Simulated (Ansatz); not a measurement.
Reaction (formal exchange of groups at a B–O bond): `OBOCF` + `[SiH3]S` → `FCOB[SiH2]S` + H₂O

Computed with Ansatz on PBE0-D4/def2-TZVP structures; ΔE is electronic, products minus reactants. CBS: MP2 limit from def2 TZ/QZ plus the TZ coupled-cluster correction, frozen cores. This one scheme is used for every species. DFT in def2-TZVPP. B3LYP here is the variant with VWN-RPA as its local correlation; programs differ in this. One conformer a species, not always the lowest.

`OBOCF`:

Cartesian coordinates in Å:
```
O -0.750 -2.125 0.407
B -0.049 -1.075 -0.066
O -0.479 0.197 0.210
C 0.269 1.290 -0.179
F 1.116 1.648 0.836
H -1.505 -1.858 0.942
H 0.924 -1.270 -0.734
H -0.408 2.127 -0.359
H 0.883 1.067 -1.058
```

`[SiH3]S`:

Cartesian coordinates in Å:
```
Si 0.134 0.386 -0.334
S -0.084 -1.623 0.360
H -1.179 1.071 -0.449
H 0.759 0.261 -1.672
H 1.011 1.182 0.563
H -0.641 -1.276 1.533
```

`FCOB[SiH2]S`:

Cartesian coordinates in Å:
```
F -1.912 -0.734 -2.223
C -1.093 0.342 -2.075
O -0.035 -0.013 -1.241
B -0.009 0.355 0.059
Si 1.467 -0.313 1.266
S 0.525 -1.487 2.805
H -1.675 1.161 -1.641
H -0.684 0.598 -3.055
H -0.898 1.055 0.477
H 2.244 0.815 1.856
H 2.415 -1.253 0.616
H -0.346 -0.526 3.157
```

H₂O:

Cartesian coordinates in Å:
```
O 0.313 0.228 0.040
H -0.610 0.489 0.082
H 0.297 -0.717 -0.122
```

| level | ΔE (kcal/mol) | difference from CCSD(T)/CBS |
| --- | --- | --- |
| PBE0-D4 | 37.3 | -0.3 |
| ωB97X-V | 39.1 | 1.5 |
| ωB97M-V | 40.1 | 2.5 |
| B2PLYP | 40.5 | 2.9 |
| PBE | 37.0 | -0.6 |
| r2SCAN | 39.8 | 2.2 |
| PBE0 | 38.2 | 0.6 |
| B3LYP | 40.6 | 3.0 |
| HF/def2-TZVPP | 44.3 | 6.7 |
| MP2/def2-TZVPP | 39.7 | 2.1 |
| SCS-MP2/def2-TZVPP | 40.2 | 2.6 |
| CCSD/def2-TZVPP | 39.4 | 1.8 |
| CCSD(T)/def2-TZVPP | 38.7 | 1.1 |
| SCS-MP2/def2-QZVPP | 39.6 | 2.0 |
| HF/CBS(def2) | 44.3 | 6.7 |
| MP2/CBS(def2) | 38.6 | 1.0 |
| CCSD(T)/CBS | 37.6 | 0 |

Largest T1 diagnostic among the species: 0.013.

In def2-TZVPP, CCSD(T) changes the Hartree–Fock value by −5.6 kcal/mol (the triples alone add −0.7 kcal/mol) and MP2 by −4.6 kcal/mol. The D4 term adds −1.5 kcal/mol with B3LYP and −0.9 kcal/mol with PBE0; it sums over pairs of atoms, weighted by their polarisabilities, and B3LYP, whose exchange is more repulsive, gets the larger term. From PBE to PBE0 (25 % exact exchange), in def2-TZVPP and without D4, ΔE moves by +1.2 kcal/mol.
